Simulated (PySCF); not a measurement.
C₂H₇ClS₂Si.
SMILES with atom numbers: `[CH3:1][S:2][SiH:3]([Cl:4])[S:5][CH3:6]` (hydrogens: H7, H8, H9 on C1; H10 on Si3; H11, H12, H13 on C6)

Geometry (GFN2-xTB, Å), atoms numbered from 1 in this order:
```xyz
13
C2H7ClS2Si angstrom
C     -2.5293    0.5813   -0.2278
S     -0.7507    0.8810   -0.4449
Si     0.0086   -1.0597    0.0793
Cl    -0.9925   -2.5156   -0.8803
S      2.0770   -1.1709   -0.4431
C      2.6484    0.4932    0.0301
H     -2.8319   -0.2665   -0.8333
H     -2.7411    0.3984    0.8206
H     -3.0368    1.4808   -0.5593
H     -0.1642   -1.2342    1.5155
H      2.6056    0.5990    1.1087
H      3.6741    0.5734   -0.3128
H      2.0285    1.2403   -0.4539
```

Method used: TDDFT CAM-B3LYP/def2-SVPD, vertical, gas phase, core orbitals frozen in the response (PySCF).

Transition dipole moments from the ground state, in atomic units and in the frame of the coordinates above (overall signs are arbitrary), for the states with f of 0.002 or more among the lowest 8:

```json
{"state": "S2", "E (eV)": "5.553", "μx": "0.009", "μy": "0.153", "μz": "0.058"}
{"state": "S3", "E (eV)": "6.221", "μx": "-0.033", "μy": "0.056", "μz": "0.228"}
{"state": "S4", "E (eV)": "6.314", "μx": "0.076", "μy": "-0.121", "μz": "0.350"}
{"state": "S5", "E (eV)": "6.585", "μx": "0.242", "μy": "-0.045", "μz": "0.105"}
{"state": "S6", "E (eV)": "6.846", "μx": "-0.255", "μy": "0.112", "μz": "0.063"}
{"state": "S7", "E (eV)": "6.938", "μx": "0.192", "μy": "-0.318", "μz": "-0.156"}
{"state": "S8", "E (eV)": "7.067", "μx": "-0.157", "μy": "0.042", "μz": "-0.161"}
```

Question: Work out the oscillator strengths.

Answer: f = (2/3) ΔE |μ|² with ΔE in hartree (27.2114 eV).

```json
{"state": "S2", "|μ|² (au)": "0.027", "|μ| (D)": "0.42", "f": "0.004"}
{"state": "S3", "|μ|² (au)": "0.056", "|μ| (D)": "0.60", "f": "0.009"}
{"state": "S4", "|μ|² (au)": "0.143", "|μ| (D)": "0.96", "f": "0.022"}
{"state": "S5", "|μ|² (au)": "0.072", "|μ| (D)": "0.68", "f": "0.012"}
{"state": "S6", "|μ|² (au)": "0.081", "|μ| (D)": "0.73", "f": "0.014"}
{"state": "S7", "|μ|² (au)": "0.162", "|μ| (D)": "1.02", "f": "0.028"}
{"state": "S8", "|μ|² (au)": "0.052", "|μ| (D)": "0.58", "f": "0.009"}
```

Question: What angle do the transition dipoles of S4 and S6 make?

Answer: |cos θ| = |μa·μb| / (|μa| |μb|) = 0.10, so θ ≈ 84° (taken between 0 and 90°, since the signs are arbitrary).

Question: What peak molar absorption coefficient would the strongest computed level give as a lone Gaussian band 0.3 eV wide at half height?

Answer: ε(max) = 2.175×10⁸ f / FWHM, with the width in cm⁻¹. S7: 2.175×10⁸ × 0.0276 / 2420 ≈ 2500 L mol⁻¹ cm⁻¹.

One conformer stands for the species.

Without π bonds the low states may be Rydberg-like; a valence basis with one diffuse set may place them up to an eV too high.
